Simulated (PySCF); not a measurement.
# Correlation energy of C (carbon, neutral)

[He] 2s1 2p3, high-spin 5S determinant (an excited configuration). Computed with PySCF 2.14 in dyall-av3z (15s9p3d2f, 71 functions), with scalar relativity by spin-free X2C-1e. Frozen: 1s2; 4 electrons correlated; the 14 highest virtual orbitals of each spin left out.

| level | correlation energy (mhartree) |
| --- | --- |
| CCSD | -34.46 |
| (T) | -0.37 |
| CCSD(T) | -34.83 |

Diagnostics: T1 = 0.0045, D1 = 0.0073, largest double amplitude 0.025.

Task: Is a single reference adequate?

Result: Yes: T1 lies below 0.03 and no double amplitude reaches 0.07.
